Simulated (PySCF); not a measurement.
## How methods differ on the ionisation energy of Re

Re [Xe] 4f14 5d5 6s2 [5d3/2^4 5d5/2^1, M_J = 5/2] → Re⁺ [Xe] 4f14 5d5 6s1 [5d3/2^4 5d5/2^1 6s1/2^1, M_J = 3], as a difference of total energies. Calculation: PySCF 2.14, in x2c-QZVPPall-2c (16s16p12d7f2g, 191 functions); the two-component X2C-1e Hamiltonian. "Screened" scales the spin-orbit matrix elements by Boettger's factors to mimic the two-electron term; Breit and QED terms are absent.

| method | ionisation energy (eV) | error (eV) |
| --- | --- | --- |
| GHF (spin-free) | 5.928 | -1.906 |
| GHF (screened spin-orbit) | 5.941 | -1.893 |

Reference: 7.834 eV (measured; NIST Atomic Spectra Database, ionization energies).

The labels give the starting determinants; with spin-orbit coupling the two ends relaxed to ⟨J²⟩ = 8.80, ⟨L²⟩ = 0.23, ⟨S²⟩ = 8.74 and ⟨J²⟩ = 12.01, ⟨L²⟩ = 0.21, ⟨S²⟩ = 11.95.
